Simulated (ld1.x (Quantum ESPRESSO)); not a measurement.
**Which change was made? (Os, PAW)**

osmium, PAW, made with ld1.x (Quantum ESPRESSO) 7.5 (PBE, scalar-relativistic). Core [Kr] 4d10 4f14 5s2, reference 5p6 5d6.5 6s1.5 6p0. Waves: 6s (bound): rcut 2.30, rcutus 2.95 bohr; 6s channel at 0.9 Ry: rcut 2.30, rcutus 2.95 bohr; 5p (bound): rcut 1.75, rcutus 2.40 bohr; 6p (bound, empty): rcut 1.75, rcutus 2.40 bohr; 5d (bound): rcut 1.60, rcutus 2.05 bohr; 5d channel at 0.5 Ry: rcut 1.60, rcutus 2.05 bohr. Local part: all-electron potential smoothed inside 2.05 bohr (lloc = -1). Core correction: Bessel-smoothed model core inside 1.45 bohr. Augmentation charge: BESSEL, radius 1.15 bohr.

Cutoffs, loose and tight: the cutoffs (Ry, on a coarse ladder) from which the occupation-weighted sum of valence levels, in a spherical-Bessel basis at the reference potential, stays within 10 and 1 mRy of its value at 400 Ry. They do not see the model core or the augmentation charge, which bear on the density cutoff. Test errors are all-electron minus pseudo excitation energies from the reference, over the configurations 5p6 5d6 6s2 6p0; 5p6 5d6 6s1 6p0; 5p6 5d6 6s0 6p0; 5p6 5d5 6s2 6p0; 5p6 5d7 6s1 6p0; 5p6 5d5 6s0 6p0; 5p5 5d6 6s2 6p0; variants that change the core or the reference have their own tests. The largest error is taken over the tests solved by every variant that gives reliable tests at all, those not shown here included: 5p6 5d5 6s0 6p0; 5p6 5d5 6s2 6p0; 5p6 5d6 6s0 6p0; 5p6 5d6 6s1 6p0; 5p6 5d6 6s2 6p0.

The base gives: outcome: generated; cutoff, loose: 25 Ry; cutoff, tight: 40 Ry; bound ghosts: s; largest test error (meV): -79.

Q: After one change the result is: outcome: generated; cutoff, loose: 12 Ry; cutoff, tight: 21 Ry; bound ghosts: none; largest test error (meV): test run stopped at test 1 of 7 (negative rho). Which change was it?
A. all radii but the core radius scaled by about 1.14 (s 3.36, p 2.74, d 2.34 bohr, rcut 2.62/2.00/1.82); local potential all-electron potential smoothed inside 2.34 bohr (lloc = -1); augmentation BESSEL, radius 1.32 bohr
B. all radii but the core radius scaled by about 0.87 (s 2.56, p 2.08, d 1.78 bohr, rcut 2.00/1.52/1.40); local potential all-electron potential smoothed inside 1.78 bohr (lloc = -1); augmentation BESSEL, radius 1.00 bohr
C. all radii but the core radius scaled by about 1.37 (s 4.04, p 3.28, d 2.80 bohr, rcut 3.16/2.40/2.20); local potential all-electron potential smoothed inside 2.80 bohr (lloc = -1); augmentation BESSEL, radius 1.58 bohr

A: C. The others give: all radii but the core radius scaled by about 1.14 (s 3.36, p 2.74, d 2.34 bohr, rcut 2.62/2.00/1.82); local potential all-electron potential smoothed inside 2.34 bohr (lloc = -1); augmentation BESSEL, radius 1.32 bohr → outcome: generated; cutoff, loose: 18 Ry; cutoff, tight: 30 Ry; bound ghosts: none; largest test error (meV): test run stopped at test 1 of 7 (negative rho) | all radii but the core radius scaled by about 0.87 (s 2.56, p 2.08, d 1.78 bohr, rcut 2.00/1.52/1.40); local potential all-electron potential smoothed inside 1.78 bohr (lloc = -1); augmentation BESSEL, radius 1.00 bohr → outcome: generated, overlap not positive; bound ghosts: s (p not tested, overlap not positive); largest test error (meV): test run stopped at test 1 of 7 (negative rho). A file whose overlap is not positive is unfit for use, and its test errors describe a broken file.
